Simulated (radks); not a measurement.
Problem. Radial electron density D(r) = 4 pi r^2 rho(r) of an atom or ion with 26 electrons. All-electron calculation, scalar-relativistic Kohn-Sham, r2SCAN, spin-polarised, spherical densities, finite nucleus; meta-GGA in the generalised Kohn-Sham scheme; Fermi nuclear charge, rms radius of each element as measured or else 0.836 A^(1/3) + 0.57 fm. Program: a radial shooting solver on a logarithmic mesh with Libxc functionals.

| r (bohr) | D(r) (e/bohr) | spin D(r) |
|---|---|---|
| 0.004173 | 2.864 | -0.0000674 |
| 0.005348 | 4.358 | -0.000102 |
| 0.006798 | 6.429 | -0.000151 |
| 0.008642 | 9.278 | -0.000217 |
| 0.01107 | 13.16 | -0.000308 |
| 0.01408 | 17.81 | -0.000416 |
| 0.01804 | 23.23 | -0.000544 |
| 0.02293 | 28.38 | -0.000669 |
| 0.02916 | 32.36 | -0.000778 |
| 0.03736 | 34.02 | -0.000841 |
| 0.0475 | 32.69 | -0.000760 |
| 0.06086 | 29.31 | -0.0000862 |
| 0.07737 | 26.86 | 0.00280 |
| 0.09836 | 28.15 | 0.0130 |
| 0.126 | 33.52 | 0.0455 |
| 0.1602 | 38.16 | 0.126 |
| 0.2037 | 36.39 | 0.298 |
| 0.261 | 27.20 | 0.624 |
| 0.3318 | 18.19 | 1.10 |
| 0.4252 | 16.21 | 1.67 |
| 0.5406 | 19.50 | 2.09 |
| 0.6872 | 20.18 | 2.11 |
| 0.8806 | 15.26 | 1.72 |
| 1.119 | 8.701 | 1.15 |
| 1.423 | 3.926 | 0.617 |
| 1.824 | 1.435 | 0.248 |
| 2.318 | 0.4534 | 0.0725 |
| 2.971 | 0.1028 | 0.0119 |
| 3.777 | 0.01570 | 0.000792 |

What is the nuclear charge?

Solution. Z = 28. The innermost maximum, from 1s, lies near gamma/Z bohr with gamma = sqrt(1 - (Z/c)^2) = 0.979, here 0.035 bohr (found: 0.0377), and its height grows with Z. The density is that of the nickel ion Ni2+ in [Ar] 3d8; the configuration itself is not fixed sharply by these data, and Z only to about a unit. D(r) has 3 maxima, at r = 0.0377, 0.172, 0.629 bohr, and minima at 0.0818, 0.396 bohr, inside which lie 2.11, 10.77 electrons.
